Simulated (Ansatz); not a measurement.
Born–Oppenheimer molecular dynamics of GeH₇P (9 atoms, charge 0, multiplicity 1). It starts at the highest image of a converged band. Of that band: Neighbouring images differ by up to 2.8 eV, so the band resolves the path poorly. A vibrational analysis at the climbing image gives one clearly imaginary mode, 1686i cm⁻¹: a first-order saddle point.

Computed with Ansatz 0.2.0, RKS revPBE/def2-SVP.

```json
{
  "ensemble": "NVE (velocity Verlet)",
  "time step": "0.5 fs",
  "steps asked": "200",
  "starting velocities drawn for": "100 K",
  "seed": "6438"
}
```

First frame:

```xyz
9
Properties=species:S:1:pos:R:3
Ge -0.192 -0.055 0.010
H -0.032 1.049 1.479
H 1.131 -0.719 0.488
H -0.093 1.232 -0.856
H -0.934 -1.136 -0.874
P -2.585 -0.338 1.667
H -3.178 -0.158 0.367
H -2.244 -1.721 1.460
H -0.978 0.533 1.548
```

How far do the bonds stretch over the last three quarters of this one trajectory? (Pairs bonded in most of those frames.)


```tsv
bond	mean (Å)	spread (Å)	shortest	longest
Ge1–H2	1.569	0.082	1.44	1.69
Ge1–H3	1.570	0.030	1.52	1.63
Ge1–H4	1.571	0.028	1.52	1.63
Ge1–H5	1.548	0.026	1.48	1.59
P6–H7	1.439	0.012	1.42	1.47
P6–H8	1.441	0.027	1.40	1.49
P6–H9	1.477	0.121	1.29	1.65
```

Mean temperature of the second half: 2908 K. The conserved energy stayed within 0.39 meV per atom of its start (net change -0.067 meV per atom), so the integration is sound. The kinetic energy rose, since the run started high on the potential surface and went downhill. It ends in pieces (GeH4 + H3P), so much of that is their flight and rotation, not heat. A run of 0.1 ps of so small a system gives no equilibrium averages. The orbitals stay closed-shell, which can raise the energy where a bond breaks towards radicals; this wasn't checked here.

The run took 3.9 min on 2 threads of Arm Neoverse V1 (shared host), peak memory 0.12 GiB.
